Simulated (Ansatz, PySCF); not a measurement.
Species: N2, net charge 0, quintet state. The spin state was set by rule; other spins were not relaxed. SMILES: N#N
Geometry from a B3LYP-D3(BJ)/def2-TZVP (Ansatz, a quantum-chemistry and plane-wave program) optimisation:
```xyz
2

N      0.0000     0.0000    -0.7980
N      0.0000     0.0000     0.7980
```
Charge 0, spin multiplicity 5.

Quantity: vertical ionisation energy (to the quartet state of charge +1; each state is the SCF solution reached for its spin; for the quartet the Hartree-Fock reference is unstable and T1 is 0.019), in eV. Correlated levels leave the core frozen unless marked. Open shells are spin-unrestricted. No spin-orbit coupling. No relativistic terms.  The program attaches cautions to a run behind CCSD/aug-cc-pVQZ: other roots. The program attaches cautions to a run behind CCSD(T)/aug-cc-pVQZ: other roots.

```csv
level,program,vertical ionisation energy (eV)
PBE/def2-TZVPD,Ansatz,11.77
B3LYP/def2-TZVPD,Ansatz,12.11
BHLYP/def2-TZVPD,Ansatz,12.44
wB97M-V/def2-TZVPD,Ansatz,11.95
CCSD/aug-cc-pVQZ,Ansatz,12.25
CCSD(T)/aug-cc-pVQZ,Ansatz,12.12
```

For comparison, minus the highest occupied orbital energy (PySCF): 6.97 eV at M06-L/def2-TZVPD, 10.15 eV at M06-2X/def2-TZVPD, 6.57 eV at BLYP/def2-TZVPD.
